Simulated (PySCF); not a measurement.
# Ionising RbSr

PBE0; basis Rb def2-SVP with ECP28, Sr def2-SVP with ECP28; scalar-relativistic core potentials; PySCF 2.14. Neutral (UKS): doublet (σ ↑), Re = 4.689 Å, ωe = 42.2 cm⁻¹, De = 0.17 eV, HOMO -2.79 eV, LUMO -1.47 eV.

RbSr⁺ (UKS): singlet (closed shell), Re = 4.460 Å, ωe = 56.2 cm⁻¹, De = 0.53 eV to Rb⁺ + Sr. The energies at the minima are -54.75548 hartree for RbSr and -54.61398 for RbSr⁺.

(1) Work out the adiabatic ionisation energy, without and with harmonic zero-point energies (1 hartree = 27.2114 eV, 1 eV = 8065.5 cm⁻¹), and the change of the bond length.

Closed-shell solutions of metal pairs were not tested for spin polarisation, which can lower them a little. Weak bonds: RbSr. Basis-set superposition, not corrected here, can be much of De in a small basis, most of all at correlated wavefunction levels. For an ion De counts to the pair picked by the measured ionisation energies or electron affinities, which need not be the lowest pair at this level. States were picked by a PBE0 search and need not be the measured ground states.

Answers

(1) At PBE0: 0.14150 hartree = 3.850 eV between the minima; the zero-point term (56.2 − 42.2)/2 cm⁻¹ = +0.001 eV makes it 3.851 eV. Re changes by -22.9 pm against the neutral. The electron leaves a σ orbital, and the shorter bond of the ion fits an antibonding orbital, or a change in how ionic the bond is.
